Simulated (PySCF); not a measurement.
Cl₃Sc, SMILES [Cl][Sc-]([Cl])[Cl] (connectivity only; charge and spin as stated), charge -1, multiplicity 2.

Coordinates come from a B3LYP-D3(BJ)/def2-SVPD optimisation. The spin state was assumed, not searched.

Level of theory: B3LYP-D3(BJ)/def2-SVPD (PySCF 2.14.0).

Frequencies are harmonic and unscaled.

Modes within 1.5 cm⁻¹ of each other (mostly degenerate sets) share a row, with their intensities summed.

```json
[
 {"mode": "1", "ν (cm⁻¹)": "79", "IR (km/mol)": "2.4", "moving atoms (share of kinetic energy)": "Sc 70 %, Cl 30 %"},
 {"mode": "2–3", "ν (cm⁻¹)": "83", "IR (km/mol)": "4.4", "moving atoms (share of kinetic energy)": "Cl 87 %, Sc 13 %"},
 {"mode": "4", "ν (cm⁻¹)": "260", "IR (km/mol)": "0.0", "moving atoms (share of kinetic energy)": "Cl 100 %"},
 {"mode": "5–6", "ν (cm⁻¹)": "364", "IR (km/mol)": "254.4", "moving atoms (share of kinetic energy)": "Sc 57 %, Cl 43 %"}
]
```
